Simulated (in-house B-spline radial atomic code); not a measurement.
Tb³⁺ is squeezed into an impenetrable sphere of radius R (the orbitals vanish at R). Method: Dirac-Kohn-Sham LDA VWN5, spherical fractional occupations, Fermi nucleus of rms radius 5.06 fm. Calculated with a B-spline radial code for spherical atoms.

Energies in eV above the free ion in [Xe] 4f8:

```tsv
R (bohr)	highest level (eV)	[Xe] 4f8	[Kr] 4d10 4f9 5s2 5p5	[Kr] 4d9 4f9 5s2 5p6
8.11	-34.2	0	19.97	144.6
6.35	-34.2	0.0003729	19.97	144.6
5.17	-34.1	0.01414	19.99	144.7
4.5	-34	0.1113	20.11	144.7
3.41	-32.4	2.966	23.18	147.5
2.87	-28.6	14.41	34.69	158.8
2.51	-22.4	41	60.66	185.2
2.21	-12.8	98.44	115.7	242.5
1.95	1.63	213.3	224.5	357.6
1.28	226	1915	1814	2069
```

Does [Kr] 4d10 4f9 5s2 5p5 fall below [Xe] 4f8 under compression?

Yes, between R = 1.95 and 1.28 bohr the order changes (near 1.88 bohr by linear interpolation).

Does [Kr] 4d9 4f9 5s2 5p6 fall below [Xe] 4f8 under compression?

No, it stays above over the whole range.

The highest level is first positive in the row R = 1.95 bohr, pushed up by confinement above the zero of the free ion's potential. Each configuration is held fixed and needn't be the lowest in the sphere.
